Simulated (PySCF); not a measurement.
Input of a run (PBE/def2-SVP geometry optimisation, gas phase (PySCF 2.14.0)), started from GFN2-xTB:
```
{"job": {"xc": "PBE", "basis": "def2-SVP", "grid": 1, "kind": "geom"}, "charge": 0, "multiplicity": 1}
C      0.057573     2.639773    -0.010658
C      0.169741     1.446376    -0.065429
C      0.251777     0.031917    -0.120551
C      1.455310    -0.545226    -0.281324
Cl     1.770342    -2.209941    -0.367713
C     -1.058200    -0.658670     0.013616
O     -2.107087    -0.083203     0.150790
O     -0.976102    -1.993763    -0.033035
H     -0.036054     3.683548     0.036238
H      2.338797     0.072845    -0.367922
H     -1.860674    -2.380987     0.059946
```

Output (energies in Eh, forces in Eh/bohr):
```
step   0  E = -801.92455273  max force = 0.039531
step   1  E = -801.92976447  max force = 0.005262
step   2  E = -801.92908956  max force = 0.007714
step   3  E = -801.92975514  max force = 0.003217
step   4  E = -801.92986135  max force = 0.002169
step   5  E = -801.92989530  max force = 0.000513
step   6  E = -801.92990415  max force = 0.000919
step   7  E = -801.92990997  max force = 0.000458
step   8  E = -801.92990853  max force = 0.000278
optimisation converged
```

Problem. Summarise the run.

Solution. The energy falls by 0.146 eV over 9 energy and gradient evaluations, the largest force component goes from 0.0395 to 2.8e-04 Eh/bohr, and the atoms move by 0.061 Å rms after alignment. The bond that changes most is C1–H9 (terminal alkyne carbon to alkyne hydrogen), which lengthens by 0.032 Å. Bonds longer at the end by more than 0.005 Å: 10 of 10; shorter: 0. Among the angles that change most is C6–O8–H11, from 109.8° to 104.7°. The energy rose by more than 1e-6 Eh at steps 2 and 8. The first step brought 97 % of the lowering.

Problem. What are the final bond lengths?

Solution. C1≡C2 1.225 Å, C2–C3 1.430 Å, C3=C4 1.371 Å, C4–Cl5 1.713 Å, C3–C6 1.504 Å, C6=O7 1.217 Å, C6–O8 1.353 Å, C1–H9 1.081 Å, C4–H10 1.101 Å, O8–H11 0.983 Å. Numbering counts from 1 in the input's order; the species is `C#C/C(=C/Cl)C(=O)O`.

The run used 131 basis functions and 70 SCF cycles in all.

Whether it is a minimum is left open (no frequencies). One conformer, not necessarily the lowest.

Shape of the structure used: `[CH:1]#[C:2]/[C:3](=[CH:4]/[Cl:5])[C:6](=[O:7])[OH:8]`: C2–C3–C6–O7 -1°, H–O8–C6–C3 180°.
